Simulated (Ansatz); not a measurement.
Ansatz (an electronic-structure program) input (CCSD(T)/def2-SVPD):

Ansatz 0.2 input:
```yaml
crystal:
  periodic: [false, false, false]
  atoms:
    - {symbol: Ga, position_ang: [-0.00000000, -0.00000000, -1.65171333]}
    - {symbol: I, position_ang: [0.00000000, 0.00000000, 0.96609648]}
basis:
  gaussian:
    orbitals: def2-SVPD
magnetization: {spin_polarized: false}
correlation: {method: ccsd_t, electrons: outside_noble_gas}
output: {forces: true}
```

End of the output:

```
integrals: 0.06 GiB planned
803 factors; integrals over basis functions are off by at most 1.6e-4 eV
mean field: 0.28 GiB planned
mean field evaluation 1: about -60401.0911 eV, gradient 1.1e1 eV
mean field evaluation 2: about -60401.1032 eV, gradient 1.1e1 eV
mean field evaluation 4: about -60401.7757 eV, gradient 1.1e0 eV
mean field evaluation 8: about -60401.7865 eV, gradient 3.5e-4 eV
mean field evaluation 16: about -60401.7567 eV, gradient 1.1e0 eV
mean field -60401.78650328 eV, -2219.7247121942 hartree, gradient 1.1e-6 eV, S^2 0.000000; 0 other end points of the search recorded, 0 dependent functions left out
23 core orbitals not correlated
reference -60401.78650328 eV, -2219.7247121942 hartree; 5, 5 occupied and 45, 45 virtual orbitals, 803 factors
densities: 0.15 GiB planned
second order -3.95531315 eV of doubles, -0.00000000 eV of singles
coupled cluster: 0.12 GiB planned
cycle   1  -4.32501469 eV  change   -3.7e-1 eV  update   7.3e-2
cycle   2  -4.48219398 eV  change   -1.6e-1 eV  update   2.6e-2
cycle   3  -4.51471218 eV  change   -3.3e-2 eV  update   1.2e-2
cycle   4  -4.51305405 eV  change    1.7e-3 eV  update   3.0e-3
cycle   5  -4.51261483 eV  change    4.4e-4 eV  update   1.0e-3
cycle   6  -4.51256357 eV  change    5.1e-5 eV  update   3.9e-4
cycle   7  -4.51251380 eV  change    5.0e-5 eV  update   1.4e-4
cycle   8  -4.51252618 eV  change   -1.2e-5 eV  update   4.5e-5
cycle   9  -4.51252635 eV  change   -1.7e-7 eV  update   1.2e-5
cycle  10  -4.51252300 eV  change    3.4e-6 eV  update   3.4e-6
perturbative correction -0.14351605 eV, -0.0052741176 hartree
the calculation of the forces begins
Total energy: -60406.44254233 eV, -2219.8958184731 hartree
Atom 0 at    -0.000000    -0.000000    -1.651713 Å, force    -0.000000     0.000000    -0.090164 eV/Å
Atom 1 at     0.000000     0.000000     0.966096 Å, force     0.000000    -0.000000     0.090164 eV/Å
Dipole moment:     0.000000     0.000000    -0.521150 e Å
```
